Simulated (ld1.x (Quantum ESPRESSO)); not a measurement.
# Reading a pseudo-wave (S)

Columns: radius, all-electron u(r) and pseudo u(r) of the 3p shell (level -7.39 eV) of sulfur in the configuration [Ne] 3s1.5 3p4.5; LDA (PZ), scalar-relativistic, TM scheme, ld1.x (Quantum ESPRESSO) 7.5.

| r (bohr) | all-electron | pseudo |
| --- | --- | --- |
| 0.082 | 0.1276 | -0.0051 |
| 0.165 | 0.2773 | -0.0204 |
| 0.248 | 0.3369 | -0.0456 |
| 0.330 | 0.3132 | -0.0796 |
| 0.413 | 0.2335 | -0.1224 |
| 0.495 | 0.1244 | -0.1719 |
| 0.578 | 0.0015 | -0.2279 |
| 0.660 | -0.1204 | -0.2875 |
| 0.742 | -0.2356 | -0.3497 |
| 0.825 | -0.3409 | -0.4132 |
| 0.908 | -0.4331 | -0.4752 |
| 0.990 | -0.5104 | -0.5328 |
| 1.072 | -0.5743 | -0.5848 |
| 1.155 | -0.6262 | -0.6302 |
| 1.238 | -0.6661 | -0.6673 |
| 1.320 | -0.6950 | -0.6952 |
| 1.402 | -0.7146 | -0.7146 |
| 1.485 | -0.7263 | -0.7263 |
| 1.568 | -0.7310 | -0.7310 |
| 1.650 | -0.7298 | -0.7298 |
| 1.733 | -0.7236 | -0.7236 |
| 1.815 | -0.7135 | -0.7135 |
| 1.898 | -0.7001 | -0.7001 |
| 1.980 | -0.6841 | -0.6841 |
| 2.062 | -0.6662 | -0.6662 |
| 2.145 | -0.6466 | -0.6466 |

(1) How many radial nodes do the two functions have?

(2) At about which radius was the pseudo-wave matched?

(3) Is the pseudo-wave norm-conserving?

## Answers

(1) The all-electron 3p function has n − l − 1 = 1; the pseudo-wave has 0, since the states of the same l below it are removed with the core.

(2) 1.65 bohr. The columns agree to 0.0005 from 1.32 bohr on; several derivatives are matched, so the curves merge somewhat inside the radius.

(3) Yes: the TM scheme keeps the norm inside the radius equal to the all-electron one, which fixes the energy derivative of the logarithmic derivative at the level.
